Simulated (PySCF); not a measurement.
Species: C3H11NO2Si2.
Atom-mapped SMILES: `[CH2:1]=[CH:2][CH2:3][O:4][Si@H:5]([NH2:6])[O:7][SiH3:8]` (hydrogens: H9, H10 on C1; H11 on C2; H12, H13 on C3; H14 on Si5; H15, H16 on N6; H17, H18, H19 on Si8)

Structure used (GFN2-xTB), in Å, numbered top down from 1:
```
atom  x, y, z in Å
C1     2.3602   -0.2016   -0.1557
C2     1.9843   -0.2459   -1.4192
C3     0.5905   -0.5495   -1.8866
O4    -0.3272   -0.6979   -0.8483
Si5   -1.2890    0.4381   -0.2146
N6    -0.4550    1.9343   -0.0557
O7    -1.8364   -0.2093    1.1643
Si8   -1.7193   -0.8865    2.6240
H9     1.6586   -0.3943    0.6386
H10    3.3744    0.0169    0.1314
H11    2.6846   -0.0680   -2.2244
H12    0.6036   -1.4943   -2.4483
H13    0.2685    0.2427   -2.5750
H14   -2.4856    0.6733   -1.0091
H15    0.5482    1.9438    0.0342
H16   -0.8662    2.6822    0.4753
H17   -2.8253   -1.8370    2.6987
H18   -1.8563    0.2078    3.5892
H19   -0.4222   -1.5456    2.7898
```

Computed at PBE0/pcSseg-1 (PySCF, non-relativistic), with Q(17O) = −0.0256 b, Q(14N) = 0.02044 b: O4, 17O (I = 5/2): χzz = -10.21 MHz, η = 0.327; N6, 14N (I = 1): χzz = -4.472 MHz, η = 0.334; O7, 17O (I = 5/2): χzz = -6.370 MHz, η = 0.091.

Question: Find the zero-field quadrupole resonance frequencies of 17O at O4.

Answer: From the eigenvalues of H = χ/[4I(2I − 1)] × [3Iz² − I(I + 1) + η(Ix² − Iy²)], steps between neighbouring levels, labelled as for η = 0: ±1/2↔±3/2 1.701 MHz, ±3/2↔±5/2 3.001 MHz (silyl ether oxygen).

Question: Where would the pure quadrupole (NQR) lines of 14N at N6 fall for the rigid, isolated species?

Answer: From ν± = (3/4)|χ|(1 ± η/3) and ν0 = |χ|η/2: ν+ 3.727 MHz, ν− 2.981 MHz, ν0 0.746 MHz (silicon-bound nitrogen).

Question: Find the zero-field quadrupole resonance frequencies of 17O at O7.

Answer: From the eigenvalues of H = χ/[4I(2I − 1)] × [3Iz² − I(I + 1) + η(Ix² − Iy²)], steps between neighbouring levels, labelled as for η = 0: ±1/2↔±3/2 0.964 MHz, ±3/2↔±5/2 1.908 MHz (siloxane oxygen).

In a crystal, neighbours and librations shift these lines. GFN2-xTB frequencies show an imaginary mode (31i cm⁻¹), so this geometry is no minimum at that level. GFN2-xTB bond lengths can be off by several hundredths of an ångström, more for odd bonds, and the gradients follow them. The small basis limits the accuracy of the gradients.

One conformer stands for the species.
